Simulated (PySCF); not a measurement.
Vibration and rotation of NaBe⁻

RHF-CCSD(T) constants of NaBe⁻, ¹Σ⁺ (singlet), closed shell (PySCF, no relativity, basis sets Na def2-SVPD, Be def2-SVPD; masses 22.9898 and 9.0122 u):

| Quantity | Value |
| --- | --- |
| ωe | 83.4 cm⁻¹ |
| ωexe | 5.94 cm⁻¹ |
| Be | 0.21017 cm⁻¹ |
| αe | 0.0136 cm⁻¹ |
| D (centrifugal) | 5.34e-06 cm⁻¹ |
| De to Na⁻ + Be | 0.109 eV |

(1) Give the band origin of the fundamental and the first lines of its P and R branches.

(2) Near which J would the R branch turn back, without centrifugal distortion?

Correlated steps freeze 1 core orbital. The bond is weak. Basis-set superposition, not corrected here, can be much of De in a small basis, most of all at correlated wavefunction levels. For an ion De counts to the pair picked by the measured ionisation energies or electron affinities, which need not be the lowest pair at this level.

Answers

(1) ν0 = ωe − 2ωexe = 71.5 cm⁻¹, B0 = 0.20337, B1 = 0.18977 cm⁻¹.

```
J″  P(J″) − ν0  R(J″) − ν0
 0                   0.380
 1      -0.407       0.732
 2      -0.841       1.056
 3      -1.301       1.354
 4      -1.789       1.623
 5      -2.303       1.865
 6      -2.844       2.078
```

(2) At J ≈ (B0 + B1)/(2(B0 − B1)) − 1 ≈ 13.
